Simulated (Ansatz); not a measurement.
Input file for Ansatz (a program for electronic structure): R-PBE/def2-TZVPPD on H2 (SMILES [H][H]) with ghost functions, monomers drawn apart or pushed together. Files ending in .json are basis or fitting sets from the Basis Set Exchange.

Ansatz 0.2 input:
```yaml
crystal:
  periodic: [false, false, false]
  atoms:
    - {symbol: H, position_ang: [-0.39781017, -0.77197386, -0.13853253]}
    - {symbol: H, position_ang: [-0.31462272, -0.32971041, 0.45481437]}
basis:
  gaussian:
    orbitals: def2-TZVPPD.json
    ghost_atoms:
      - {symbol: C, position_ang: [0.97630148, 1.61742812, 3.10201168]}
      - {symbol: C, position_ang: [0.06683637, 0.90788859, 3.77235325]}
      - {symbol: C, position_ang: [0.19561046, -0.50584799, 4.07515842]}
      - {symbol: C, position_ang: [-0.71767515, -1.21616711, 4.73891581]}
      - {symbol: H, position_ang: [1.89024533, 1.16204478, 2.73842638]}
      - {symbol: H, position_ang: [0.83731904, 2.67006114, 2.89626462]}
      - {symbol: H, position_ang: [-0.83934243, 1.39495641, 4.12203961]}
      - {symbol: H, position_ang: [1.10144042, -0.99326710, 3.72528878]}
      - {symbol: H, position_ang: [-0.58136519, -2.26985071, 4.94110823]}
      - {symbol: H, position_ang: [-1.63242208, -0.76055826, 5.10024279]}
hamiltonian:
  xc: {name: PBE}
scf: {lower_state_search: off}
```

### Question
What total energy does the run end on?

### Answer
-1.1661 hartree.
